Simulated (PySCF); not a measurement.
Can point charges reproduce the dipole moment of 1-fluorobicyclo[2.2.1]heptane (`F[C@]12CC[C@H](CC1)C2`)?

Coordinates (PBE0-D3(BJ)/def2-SVP, Å) and charges (e) from the PBE0/pcSseg-1 density (PySCF):

```tsv
atom	x	y	z	Mulliken	IAO	Hirshfeld	ESP-fitted
F1	0.010	0.869	-2.311	-0.3157	-0.3202	-0.1170	-0.3380
C2	0.024	0.399	-1.027	+0.0614	+0.3203	+0.0991	+0.4984
C3	-1.293	0.648	-0.290	-0.1687	-0.2827	-0.0811	-0.1613
C4	-1.211	-0.356	0.885	-0.1453	-0.2633	-0.0671	-0.1557
C5	0.145	-1.051	0.660	-0.3636	-0.1057	-0.0246	+0.1062
C6	1.270	-0.046	0.973	-0.1453	-0.2633	-0.0672	-0.1759
C7	1.185	0.957	-0.203	-0.1685	-0.2827	-0.0811	-0.1469
C8	0.207	-1.112	-0.869	-0.1103	-0.2812	-0.0849	-0.2861
H9	-2.131	0.428	-0.969	+0.1298	+0.1409	+0.0381	+0.0630
H10	-1.391	1.696	0.029	+0.1228	+0.1335	+0.0379	+0.0541
H11	-2.032	-1.087	0.841	+0.1262	+0.1350	+0.0382	+0.0579
H12	-1.266	0.130	1.871	+0.1213	+0.1308	+0.0368	+0.0586
H13	0.246	-2.007	1.192	+0.1073	+0.1324	+0.0400	+0.0070
H14	1.134	0.430	1.955	+0.1212	+0.1308	+0.0368	+0.0655
H15	2.247	-0.552	0.993	+0.1262	+0.1351	+0.0382	+0.0622
H16	2.096	0.955	-0.820	+0.1298	+0.1409	+0.0381	+0.0608
H17	1.001	1.995	0.112	+0.1228	+0.1335	+0.0379	+0.0512
H18	1.171	-1.467	-1.265	+0.1243	+0.1329	+0.0408	+0.0891
H19	-0.611	-1.689	-1.328	+0.1243	+0.1329	+0.0408	+0.0899
```

Q: Form Σ q r in debye for every column and set it beside the full dipole.

A: The full density gives (0.03, -0.73, 1.75) D, 1.89 D in size; dipole vectors point from the negative to the positive end.

| scheme | μx | μy | μz | size (D) | share of the full size (%) | angle to the full dipole (°) |
| --- | --- | --- | --- | --- | --- | --- |
| Mulliken | -0.06 | -0.34 | 2.99 | 3.01 | 159 | 16 |
| IAO | 0.04 | -1.06 | 2.71 | 2.91 | 154 | 1 |
| Hirshfeld | 0.02 | -0.50 | 1.11 | 1.22 | 64 | 1 |
| ESP-fitted | 0.03 | -0.72 | 1.81 | 1.95 | 103 | 1 |

Q: Which set comes closest?

A: Length of the difference vector: ESP-fitted 0.06 D, Hirshfeld 0.68 D, IAO 1.02 D, Mulliken 1.30 D. Closest: ESP-fitted. ESP charges are fitted to the potential around the molecule, whose slowest-falling term is the dipole's. 

Q: What is left for the Hirshfeld atoms' own dipoles?

A: The Hirshfeld atoms' densities add up to the full density, so μ = Σ q r + Σ (atomic dipoles). The atomic dipoles sum to (0.03, -0.73, 1.75) − (0.02, -0.50, 1.11) = (0.01, -0.23, 0.64) D, 0.68 D in size.

Q: With the origin at the mean of the coordinates, (0.042, -0.045, 0.023) Å, which are the largest single terms, by size, of the Hirshfeld dipole along the direction of the full one?

A: F1 +1.41, C2 -0.54, H13 +0.35, C6 -0.29, C4 -0.29 D; all 19 atoms together +1.22 D. The single terms depend on the origin, their sum doesn't.

Q: Give the size of the full dipole in other units.

A: 1.89 D = 0.745 au = 0.394 e·Å = 6.32 × 10⁻³⁰ C·m.

Isolated species at its PBE0-D3(BJ)/def2-SVP geometry, gas phase.
